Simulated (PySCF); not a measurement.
**Polarisability and C₆ of Nb²⁺ (niobium, charge +2)**

[Kr] 4d3, high-spin 4F determinant. Calculation: PySCF 2.14, in aug-cc-pVDZ-PP with ECP28MDF (5s5p4d2f, 54 functions); scalar relativity through the core potential. Coupled (time-dependent) response in atomic units; α is the mean over directions. A double-zeta set is small for polarisabilities.

```json
{"method": "UHF", "mean α (bohr³)": "10.41", "C₆ (like pair)": "53.72", "S(−4)": "48.88"}
{"method": "PBE", "mean α (bohr³)": "11.92", "C₆ (like pair)": "61.79", "S(−4)": "76.38"}
{"method": "PBE0", "mean α (bohr³)": "11.31", "C₆ (like pair)": "58.62", "S(−4)": "64.18"}
{"method": "MN15", "mean α (bohr³)": "11.88", "C₆ (like pair)": "61.69", "S(−4)": "72.71"}
{"method": "BHandHLYP", "mean α (bohr³)": "10.74", "C₆ (like pair)": "55.34", "S(−4)": "55.13"}
```

S(−4) is the Cauchy moment in α(ω) = α(0) + S(−4) ω² + …

Spin-orbit coupling is absent.

α(iu) at PBE0:

| u (hartree) | α(iu) (bohr³) |
| --- | --- |
| 0 | 11.31 |
| 0.0500 | 11.16 |
| 0.100 | 10.73 |
| 0.200 | 9.480 |
| 0.300 | 8.212 |
| 0.500 | 6.274 |
| 0.750 | 4.701 |
| 1.00 | 3.657 |
| 1.50 | 2.373 |
| 2.00 | 1.638 |
| 3.00 | 0.8879 |
| 5.00 | 0.3659 |

A single London oscillator, α(iu) = α/(1 + u²/ω²), gives C₆ = (3/4) ω α². Matching the computed C₆ needs ω = 4 × 58.62 / (3 × 11.31²) = 0.611 hartree.

For an ion, C₆ is the dispersion term alone; charge-induced terms of lower order in 1/R come first.

Energies and moments cover only the electrons outside the core potential.
